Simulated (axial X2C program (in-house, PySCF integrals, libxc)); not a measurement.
Low determinants of Ho

Calculated with an axial X2C code built on PySCF integrals, basis dyall-v3z (cores contracted in-house), spin-free (one-electron X2C) and two-component (2c, atomic mean-field Coulomb and Gaunt terms). Energies in eV from the lowest row of each column (rows without correlated energies are left out; n/a marks j-coupled starts, which PBE0 does not hold); electrons by l are Mulliken totals of the Hartree–Fock solution, and PBE0 can relax to another configuration under the same block occupation. Coupled cluster uses truncated natural virtuals with an MP2 remainder. Frozen shells in the correlated columns: 4 s, 3 p, 2 d.

Spin-free determinants:

```tsv
electrons by l	M_S, M_L	HF	MP2	PBE0
s12 p24 d20 f11	3/2, 5	0.00	0.00	0.03
s12 p24 d20 f11	3/2, 6	0.06	0.04	0.33
s12 p24 d20 f11	3/2, 3	0.52	0.41	0.00
s12 p24 d20 f11	3/2, 0	1.28	1.01	0.32
s12 p24 d20 f11	3/2, 1	1.43	1.13	0.38
s12 p24 d20 f11	3/2, 4	1.47	1.15	0.68
s12 p24 d20 f11	3/2, 4	1.76	1.38	0.76
s12 p24 d20 f11	3/2, 2	1.83	1.49	0.90
```

Two-component determinants:

```csv
electrons by l,2M_J,HF,MP2,PBE0
s12 p24 d20 f11,15,0.00,0.00,0.20
s12 p24 d20 f11,13,0.03,0.04,0.00
s12 p24 d20 f11,9,0.69,0.58,0.17
s12 p24 d20 f11,7,1.03,1.00,1.08
s12 p24 d20 f11,11,1.47,1.16,0.72
s12 p24 d20 f11,3,1.30,1.17,0.83
s12 p24 d20 f11,5,1.69,1.39,0.74
s12 p24 d20 f11,9,2.16,1.76,1.18
```

Ground level as tabulated from the NIST Atomic Spectra Database (leading term): 2S+1 = 4, L = 6, J = 15/2.

Spin-free rows of one term, and 2c rows of one J level, should be degenerate; broken spherical symmetry, the missing current term of PBE0 and determinants that mix terms or J levels spread them. The search is wide but not exhaustive and can miss a configuration; gaps between s and d configurations can be off by some tenths of an eV with this basis and core.

The run took 110 s on 1 thread of Arm Neoverse V1, with other jobs on the host.
